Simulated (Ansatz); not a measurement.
Molecule: CH4BO2, net charge 0, doublet state. It need not be the lowest isomer of its formula. 
Structure (B3LYP-D3(BJ)/def2-TZVP (Ansatz, a first-principles code) minimum search):
SMILES: OB(O)[CH2]
```xyz
8

C      1.3854    -0.6544     0.0134
B     -0.0010     0.0148     0.0055
O     -1.1450    -0.6042    -0.4489
O     -0.1181     1.2959     0.4729
H      2.2644    -0.1372     0.3784
H      1.5649    -1.6645    -0.3386
H     -1.0075    -1.5006    -0.7654
H     -1.0240     1.6218     0.4252
```
Charge 0, spin multiplicity 2.

Parts of the frozen-core correlation energy in aug-cc-pVDZ (Ansatz, hartree). Frozen orbitals: 4; correlated occupied orbitals by spin: 12 and 11; virtual: 112 and 113. UHF or UKS for open shells. Spin-orbit coupling is left out. No relativistic terms.

```csv
term,value
reference (HF),-214.72306
MP2 opposite-spin,-0.44490
MP2 same-spin,?
CCSD correlation,?
(T),?
T1 diagnostic,0.015
largest doubles amplitude,0.020
<S^2> of the reference,0.759
```

Task: Some entries are withheld; supply them.

Result: 
- MP2 same-spin, value: -0.15507
- CCSD correlation, value: -0.63036
- (T), value: -0.01840
